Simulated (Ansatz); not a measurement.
Isolated molecules relaxed with PBE0-D4/def2-TZVP in Ansatz; ΔE leaves out vibrations. CCSD(T)/CBS adds triple-zeta CCSD(T) − MP2 to the extrapolated MP2 energy (def2 sets, frozen cores). DFT in def2-TZVPP. For Ge outer-core shells are correlated without core-valence functions, which leaves a few kJ/mol of doubt a bond. Scalar relativity is left out up to krypton. Each species was taken in one conformer, which may not be the lowest.

Reaction (formal exchange of groups at the Si–Ge bond): `[GeH3][SiH2][GeH2][SiH2][GeH2][GeH3]` + `[SiH3][GeH3]` → `[SiH3][GeH2][SiH2][GeH2][SiH2][GeH3]` + digermane

```json
{"level": "B97M-V", "ΔE (kJ/mol)": "0.4"}
{"level": "r2SCANh-D4", "ΔE (kJ/mol)": "0.2"}
{"level": "CCSD(T)/def2-SVP", "ΔE (kJ/mol)": "0.8"}
{"level": "MP2/def2-QZVPP", "ΔE (kJ/mol)": "1.7"}
```

What does CCSD(T)/CBS give? (Estimate.)

The calculation gave: +1.2 kJ/mol. The listed levels differ from it by -0.8, -1.0, -0.4, 0.5 kJ/mol.

Largest T1 diagnostic among the species: 0.013.

Leaving LDA and LC-ωPBE aside and taking each functional with its dispersion term where it has one, the values, not all of them listed here, spread over 1.2 kJ/mol, from revPBE-D4 to PBE-QIDH.
